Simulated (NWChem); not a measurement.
Species: BCl2, doublet; SMILES Cl[B]Cl

```xyz
3

Cl     1.5302     0.0000    -0.1030
B      0.0000     0.0000     0.7003
Cl    -1.5302     0.0000    -0.1030
```
Atoms are numbered in this order, from 1.

In the optimisation the excess spin sits in a1 (C2v, its own frame). The geometry was optimised at PBE0/def2-SVP, spin-unrestricted. No stability test was run on the SCF state.

Symmetry labels are those of C2v in the frame above (b1 and b2, or b-type labels, depend on it). States above −ε(HOMO) = 5.3 eV lie in this functional's continuum and hang on the basis.

Problem. List the 6 lowest vertical excitations from PBE/def2-SVPD, spin-unrestricted, TDA (NWChem).

Solution. 
```csv
state,energy (eV),oscillator strength,symmetry of the excitation,<S²>
state 1,2.27,0.006,b2,0.76
state 2,5.19,0.001,b1,0.86
state 3,5.20,0.001,a1,0.78
state 4,5.23,0.000,a2,2.01
state 5,5.60,0.000,a2,0.81
state 6,5.61,0.005,b1,2.44
```
